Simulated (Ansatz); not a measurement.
The first iterations of a band of FH + H6N2Si (11 atoms, charge 0, multiplicity 1).

These are results of Ansatz 0.2.0, RKS B3LYP/6-31G*, not measurements.

- movable images: 7
- climbing image: yes
- spring: 5.0 eV/Å²
- optimiser: quadratic models (default)
- start path: straight line
- force threshold: 0.05 eV/Å
- iteration limit: 60
- end points: relaxed

Initial state:

```xyz
11
Properties=species:S:1:pos:R:3
Si -0.160 -0.940 -0.021
N 1.075 0.114 -0.738
H -0.653 -2.039 -0.899
H 0.572 -1.550 1.125
N -1.486 0.105 0.272
H 0.899 1.411 0.363
F 0.580 1.953 1.106
H 2.027 -0.241 -0.719
H 0.867 0.466 -1.670
H -1.288 0.952 0.797
H -2.432 -0.233 0.384
```

Final state:

```xyz
11
Properties=species:S:1:pos:R:3
Si 0.138 -0.668 1.284
N 0.916 0.892 -2.107
H 0.512 -1.842 0.463
H 0.132 -0.937 2.740
N -1.446 -0.196 0.843
H 1.297 0.967 -1.165
F 1.291 0.454 1.044
H 0.953 -0.094 -2.359
H -0.070 1.141 -2.040
H -1.985 0.436 1.422
H -1.738 -0.152 -0.126
```

| iteration | highest image above the first end (eV) | largest band force component (eV/Å) |
| --- | --- | --- |
| 1 | 13.327 | 56.364 |
| 2 | 2.326 | 11.192 |
| 3 | 0.994 | 5.882 |
| 4 | 0.703 | 3.262 |
| 5 | 0.429 | 1.614 |
| 6 | 0.431 | 0.783 |
| 7 | 0.455 | 1.237 |
| 8 | 0.483 | 0.403 |
| 9 | 0.487 | 1.148 |
| 10 | 0.466 | 0.481 |
| 11 | 0.456 | 1.630 |
| 12 | 0.452 | 0.313 |

**Question.** Does the band converge within its limit, and where does its top end?

**Answer.** It converged. It ended after 37 iterations with the highest image 0.448 eV above the first end. The profile has 2 maxima (images 2, 6) with wells between them (image 5): this band takes more than one step, which may be the mechanism or a detour left from its start path. A structure lower than the last end lies on the path between it and the top, so the climb from that side starts below the end, which may itself be a saddle point or a shallow side well. Another band between the same ends (7 images) ends at a top of the same energy, where a vibrational analysis finds 1 clearly imaginary mode. The orbitals stay closed-shell, which can raise the energy where a bond breaks towards radicals; this wasn't checked here.

The run took 5.6 min on 2 threads of Arm Neoverse V2, with other jobs on the host, peak memory 0.15 GiB.
